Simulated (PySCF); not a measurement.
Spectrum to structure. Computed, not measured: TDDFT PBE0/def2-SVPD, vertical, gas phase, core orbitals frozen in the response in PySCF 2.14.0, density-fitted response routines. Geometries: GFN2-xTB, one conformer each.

| state | E (eV) | f |
| --- | --- | --- |
| S1 | 7.19 | 0.028 |
| S2 | 7.44 | 0.465 |
| S3 | 7.61 | 0.017 |
| S4 | 7.64 | 0.0083 |
| S5 | 7.93 | 0.013 |
| S6 | 7.98 | 0.026 |

Triplets computed (Tamm–Dancoff): 4.47, 7.08 eV.

Orbital energies (eV): HOMO-3 -9.28, HOMO-2 -9.13, HOMO-1 -8.90, HOMO -7.35, LUMO 0.46, LUMO+1 0.84, LUMO+2 1.22.

Problem. Which candidate is it? All have the formula C7H14.
A. 1-heptene (`C(C=C)CCCC`)
B. ethylcyclopentane (`C1(CCCC1)CC`)
C. 2-methyl-2-hexene (`C(CC)C=C(C)C`)
D. butylcyclopropane (`C(CC1CC1)CC`)

Solution. A. Its S1 lies at 7.19 eV; the nearest of the others has S1 at 7.66 eV. S1 is HOMO→LUMO+1 (57%), HOMO→LUMO+2 (39%). Löwdin shares by element: HOMO carbon 84% or more (atoms not listed hold the other 16%); LUMO carbon 69% or more, hydrogen 13% or more (atoms not listed hold the other 19%). At the same level the other candidates give, for their lowest levels:
- `CCC1CCCC1`: 8.27 eV (f 0.004); 8.38 eV (f 0.006); 8.41 eV (f 0.012); 8.66 eV (f 0.004); 8.76 eV (f 0.005); T1 8.03 eV; HOMO -8.62, LUMO 0.79 eV
- `CCCCC1CC1`: 7.66 eV (f 0.006); 7.95 eV (f 0.002); 7.99 eV (f 0.005); 8.02 eV (f 0.028); 8.19 eV (f 0.004); T1 7.53 eV; HOMO -7.84, LUMO 0.88 eV
- `CCCC=C(C)C`: 6.24 eV (f 0.011); 6.65 eV (f 0.264); 6.95 eV (f 0.005); 7.05 eV (f 0.045); 7.38 eV (f 0.086); T1 4.25 eV; HOMO -6.60, LUMO 0.59 eV

The values belong to the conformer `[CH2:1]=[CH:2][CH2:3][CH2:4][CH2:5][CH2:6][CH3:7]`: C1–C2–C3–C4 118°, C2–C3–C4–C5 179°, C3–C4–C5–C6 180°, C4–C5–C6–C7 180°.
